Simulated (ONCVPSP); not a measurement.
# Transferability test, ONCV potential for zinc (Zn)

ONCVPSP 4.0.1 input, shortened (lines: element, Z, core and valence counts, functional; n l f; lmax; l rc ep ncon nbas qcut; lloc lpopt rc5 dvloc0; l nproj debl; icmod fcfact rcfact), PBE, fully relativistic:

```
  Zn 30.00    3    3        4      upf
    1    0    2.00
    2    0    2.00
    2    1    6.00
    3    0    2.00
    3    1    6.00
    3    2   10.00
    2
    0    1.00    0.00    4    9   10.30
    1    0.70    0.00    4    7    9.60
    2    1.05    0.00    5    9   18.20
    4    5    0.65    2.00
    0    2    1.90
    1    2    3.90
    2    2    1.00
    3    5.25    1.30
```

Open shells are filled in proportion to 2j + 1.

In the s channel the program set the typed energies aside and used -5.515, 0.250 Ha. In the d channel the program set the typed energies aside and used -1.129, 0.250 Ha (j = l + 1/2; the other j can differ).

Energies are relative to the spin-unpolarised reference configuration 3s2 3p6 3d10; without spin polarisation the order of configurations can differ from experiment.

```
valence configuration  charge  ΔE all-electron (eV)  error AE − PS (meV)
     3s2 3p6 3d10 4s2       0               -28.332                 +2.1
          3s2 3p6 3d9      +3                40.534                 +5.6
```

(1) What are ΔE and the potential's error for 3s2 3p6 3d10 4s1?

(2) What are ΔE and the potential's error for 3s2 3p5 3d10 4s2?

Levels in the configuration 3s2 3p5 3d10 4s2:

| level | all-electron (eV) | pseudo (eV) |
| --- | --- | --- |
| 3s j=1/2 | -147.344 | -147.346 |
| 3p j=3/2 | -100.331 | -100.285 |
| 3p j=1/2 | -103.453 | -103.399 |
| 3d j=5/2 | -26.937 | -26.952 |
| 3d j=3/2 | -27.328 | -27.342 |
| 4s j=1/2 | -15.983 | -15.980 |

## Answers

(1) ΔE = -18.443 eV all-electron; the error (AE − PS) is +0.7 meV.

(2) ΔE = 63.732 eV all-electron; the error (AE − PS) is +20 meV.
